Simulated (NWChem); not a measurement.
Correlation energy of In (+1)

```
In
```
Charge +1, spin multiplicity 1.

Everything below was run with NWChem.

Basis set: def2-QZVP. Each correlation energy counts from its own Hartree-Fock reference.

Effective core potentials replace the inner electrons of In; spin-orbit coupling is left out. The correlated methods keep 4 core orbitals frozen. Coupled-cluster values serve here as a point of comparison, not as the truth.

```tsv
method	correlation energy (mHa)
CCSD+T(CCSD)	(withheld)
CR-CCSD[T]	-403.7
CCSD	(withheld)
CCSD(T)	(withheld)
MP2	(withheld)
SCS-MP2	-376.0
CR-CCSD(T)	-403.5
```

Question: Complete the blanks.

Answer: 
- CCSD+T(CCSD), correlation energy (mHa): -405.3
- CCSD, correlation energy (mHa): -395.8
- CCSD(T), correlation energy (mHa): -405.1
- MP2, correlation energy (mHa): -425.7
